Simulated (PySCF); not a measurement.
One of the candidates below gave these computed data.

All candidates are C6H11Cl.

* 13C NMR: chemical shifts (computed TMS as zero) by class: 63.8 (1 C), 38.0 (2 C), 30.0 (1 C), 23.5 (2 C) ppm [GIAO PBE0/pcSseg-1]
* Dipole: 2.10 D [PBE0/pcSseg-1]
* NMR, other nuclei: isotropic shieldings of nuclei other than C and H, by class: 814 (1 Cl) ppm [GIAO PBE0/pcSseg-1]
* 1H NMR: chemical shifts (computed TMS as zero) by class: 4.37 (1 H), 2.09 (2 H), 1.98 (2 H), 1.76 (1 H), 1.58 (2 H), 1.45 (2 H), 1.10 (1 H) ppm [GIAO PBE0/pcSseg-1]
* Rotational structure: rotational constants A, B, C: 3.241, 1.807, 1.553 GHz [GFN2-xTB]

The electronic properties come from PySCF, for the isolated species, density fitting. Levels stand in brackets. Isolated species at its GFN2-xTB geometry (one conformer only). NMR classes are plain means over equivalent atoms (diastereotopic ones count apart unless rotation or inversion swaps them), as if these changed places fast.

**Question.** Which candidate is it?
A. `CC(C)=C(C)CCl`
B. `ClC1CCCCC1`
C. `C=CCCCCCl`

**Answer.** B. It is `ClC1CCCCC1`. Numbering: `[Cl:1][CH:2]1[CH2:3][CH2:4][CH2:5][CH2:6][CH2:7]1`. Its formula, C6H11Cl, gives 1 degree of unsaturation: 1 ring and 0 π bonds in the structure found. 6 carbons fall into 4 classes; from least to most shielded: sp3 C–Cl carbon [C2] (63.8 ppm), ring CH2 carbon [C3/C7] (38.0 ppm, 2 C), ring CH2 carbon [C5] (30.0 ppm), ring CH2 carbon [C4/C6] (23.5 ppm, 2 C). Hydrogen classes from least to most shielded: 1 H on an sp3 C–Cl carbon, C2 (4.37 ppm), 2 H on 2 ring CH2 carbons, C4/C6 (2.09 ppm), 2 H on 2 ring CH2 carbons, C3/C7 (1.98 ppm), 1 H on a ring CH2 carbon, C5 (1.76 ppm), 2 H on 2 ring CH2 carbons, C3/C7 (1.58 ppm), 2 H on 2 ring CH2 carbons, C4/C6 (1.45 ppm), 1 H on a ring CH2 carbon, C5 (1.10 ppm). The other shieldings belong to: 814 ppm, alkyl chlorine [Cl1]. The optimised geometry has point group Cs and is an asymmetric top.

The others, at the same levels:
- `C=CCCCCCl` fails: it has 6 carbon classes against 4; its computed 13C shifts are 148.6 (1 C), 123.3 (1 C), 52.7 (1 C), 39.3 (1 C), 35.8 (1 C), 29.6 (1 C) ppm, 1H shifts are 6.00 (1 H), 5.40 (1 H), 5.33 (1 H), 3.62 (2 H), 2.24 (2 H), 1.60 (2 H), 1.56 (2 H) ppm and rotational constant A is 6.218 GHz (against 3.241 GHz).
- `CC(C)=C(C)CCl` fails: it has 6 carbon classes against 4; its computed 13C shifts are 143.0 (1 C), 134.3 (1 C), 52.4 (1 C), 24.0 (1 C), 22.4 (1 C), 20.5 (1 C) ppm, 1H shifts are 3.99 (2 H), 1.98 (3 H), 1.86 (3 H), 1.85 (3 H) ppm and rotational constant A is 3.093 GHz (against 3.241 GHz).

Each candidate is one conformer, not necessarily the lowest. Dipoles, sizes and rotational constants follow the conformer. The torsions of the flexible species, by atom-mapped SMILES:
- `[CH2:1]=[CH:2][CH2:3][CH2:4][CH2:5][CH2:6][Cl:7]`: C1–C2–C3–C4 119°, C2–C3–C4–C5 -64°, C3–C4–C5–C6 178°, C4–C5–C6–Cl7 66°
- `[CH3:1][C:2]([CH3:3])=[C:4]([CH3:5])[CH2:6][Cl:7]`: C2–C4–C6–Cl7 -86°

The conformers of `ClC1CCCCC1` aren't listed.
